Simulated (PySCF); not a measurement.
## Polarisability and C₆ of Mn⁺ (manganese, charge +1)

[Ar] 3d5 4s1, high-spin 7S determinant. Computed with PySCF 2.14 in aug-cc-pVTZ (8s7p5d3f2g, 93 functions), with no relativity, point nucleus. Coupled (time-dependent) response in atomic units; α is the mean over directions.

```
method  mean α (bohr³)  C₆ (like pair)  S(−4)
   UHF           40.55           224.7   1541
   PBE           28.46           148.5  652.6
  PBE0           30.81           161.9  801.8
```

S(−4) is the Cauchy moment in α(ω) = α(0) + S(−4) ω² + …

α(iu) at UHF:

```
u (hartree)  α(iu) (bohr³)
          0          40.55
     0.0500          37.06
      0.100          29.69
      0.200          17.43
      0.300          11.16
      0.500          6.097
      0.750          3.833
       1.00          2.793
       1.50          1.787
       2.00          1.280
       3.00         0.7635
       5.00         0.3637
```

For an ion, C₆ is the dispersion term alone; charge-induced terms of lower order in 1/R come first.
